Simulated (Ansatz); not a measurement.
Basis-set extrapolation for CH4AlCl2FSi, SMILES `C[SiH](Cl)[Al]([F])[Cl]` (PBE0-D4/def2-TZVP geometry, frozen core, the Gaussian-basis code of Ansatz). Multiplicity 1, RHF reference.

```tsv
	def2-TZVPP	def2-QZVPP
HF	-1589.817647	-1589.865928
MP2 correlation	-0.990433	-1.081533
CCSD(T) correlation	-1.091295	not run
```

Energies in hartree. Use E(X) = E(∞) + A·exp(−7.88·√X) for Hartree–Fock and E(X) = E(∞) + B·X^(−2.97) for correlation, with X = 3 and 4, and add CCSD(T) minus MP2 of the smaller set to the MP2 limit.

Problem. What is the CCSD(T) energy at the basis-set limit?

Solution. HF limit: -1589.865928 + (-0.048281) × 0.13774 = -1589.87258. MP2 limit: -1.081533 + (-0.091100) × 0.74074 = -1.14901. Higher-order term: -1.091295 − (-0.990433) = -0.10086. Total: -1591.12245 hartree, 560.6 kJ/mol below CCSD(T)/def2-TZVPP.
